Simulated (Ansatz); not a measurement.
Cost and result for the atomization energy of CH4ClFOSSi (`CO[Si](F)(S)Cl`) (10 atoms, 9 bonds).

Z-matrix (Å, degrees):
```
C
O 1 1.418
H 1 1.090 2 107.7
H 1 1.094 2 111.4 3 119.5
H 1 1.093 2 110.4 3 -119.1
Si 2 1.610 1 126.3 3 -165.8
S 6 2.112 2 109.5 1 60.1
F 6 1.588 2 111.8 1 -59.7
Cl 6 2.024 2 106.9 1 -176.1
H 7 1.344 6 93.2 2 -160.0
```

Total charge 0; spin multiplicity 1. The structure was optimised at the PBE0-D4/def2-TZVP level. It is one conformer, not always the lowest. Program: Ansatz. All runs use 2 threads of an AMD EPYC 7R13 on a shared host and a share of an NVIDIA H100 80 GB. Times are those of one run each, without the atoms' runs, and a repeat can differ threefold. Electronic energies, without spin–orbit coupling; frozen cores. CCSD(T)/CBS adds CCSD(T) − MP2 in def2-TZVPP to the MP2 limit, and its time is that of the two runs behind it. T1 = 0.011. B3LYP takes the VWN-RPA correlation (the form of Gaussian; ORCA's B3LYP/G).

CCSD(T)/CBS is a level of theory with its own doubt, some kJ/mol a heavy atom from the limit and from the frozen cores, so smaller differences don't rank the functionals.

```tsv
level	functions	wall time
PBE0-D4/def2-TZVPP	275	3 s
PBE-D4/def2-TZVPP (with forces)	275	3.4 s
B2PLYP/def2-TZVPP	275	3.5 s
r2SCAN-D4/def2-TZVPP (with forces)	275	3.6 s
ωB97X-V/def2-TZVPP	275	4.4 s
MP2/def2-QZVPP	501	4.4 s
B3LYP-D4/def2-TZVPP (with forces)	275	4.6 s
ωB97M-V/def2-TZVPP (with forces)	275	6 s
CCSD(T)/def2-TZVPP	275	6 s
CCSD(T)/CBS(def2)	–	10 s
```

(1) What atomization energy does each give, and how far from CCSD(T)/CBS? (Best estimate.)

## Answers

(1) Computed: 
```
                             level  atomization (kJ/mol)  difference from CCSD(T)/CBS  per bond
                PBE0-D4/def2-TZVPP                3789.2                        -27.2      -3.0
   PBE-D4/def2-TZVPP (with forces)                3863.1                         46.7       5.2
                 B2PLYP/def2-TZVPP                3745.1                        -71.3      -7.9
r2SCAN-D4/def2-TZVPP (with forces)                3821.7                          5.3       0.6
                ωB97X-V/def2-TZVPP                3820.7                          4.3       0.5
                    MP2/def2-QZVPP                3877.2                         60.8       6.8
 B3LYP-D4/def2-TZVPP (with forces)                3773.9                        -42.5      -4.7
  ωB97M-V/def2-TZVPP (with forces)                3824.8                          8.4       0.9
                CCSD(T)/def2-TZVPP                3695.5                       -120.9     -13.4
                 CCSD(T)/CBS(def2)                3816.4                          0.0       0.0
```

From PBE to PBE0 (25 % exact exchange), in def2-TZVPP and without D4, the atomization energy moves by −69.7 kJ/mol: exact exchange takes away binding that semilocal exchange gives to molecules. The D4 term adds +47.0 kJ/mol with B3LYP and +24.7 kJ/mol with PBE0; it sums over pairs of atoms, weighted by their polarisabilities, and B3LYP, whose exchange is more repulsive, gets the larger term. In def2-TZVPP, CCSD(T) changes the Hartree–Fock value by +934.8 kJ/mol (the triples alone add +63.8 kJ/mol) and MP2 by +1044.0 kJ/mol; breaking electron pairs costs correlation energy, which Hartree–Fock lacks.
